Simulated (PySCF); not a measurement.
## Polarisability and C₆ of Pt²⁺ (platinum, charge +2)

[Xe] 4f14 5d8, high-spin 3F determinant. Calculation: PySCF 2.14, in aug-cc-pVQZ-PP with ECP60MDF; scalar relativity through the core potential. Coupled (time-dependent) response in atomic units; α is the mean over directions.

| method | mean α (bohr³) | C₆ (like pair) | S(−4) |
| --- | --- | --- | --- |
| TPSS | 9.775 | 63.98 | 22.22 |

S(−4) is the Cauchy moment in α(ω) = α(0) + S(−4) ω² + …

Spin-orbit coupling is absent.

α(iu) at TPSS:

```csv
u (hartree),α(iu) (bohr³)
0,9.775
0.0500,9.720
0.100,9.561
0.200,9.007
0.300,8.289
0.500,6.854
0.750,5.426
1.00,4.375
1.50,2.987
2.00,2.148
3.00,1.243
5.00,0.5520
```

A single London oscillator, α(iu) = α/(1 + u²/ω²), gives C₆ = (3/4) ω α². Matching the computed C₆ needs ω = 4 × 63.98 / (3 × 9.775²) = 0.893 hartree.

For an ion, C₆ is the dispersion term alone; charge-induced terms of lower order in 1/R come first.

Energies and moments cover only the electrons outside the core potential. Spin-orbit coupling, absent here, splits the open shell strongly.
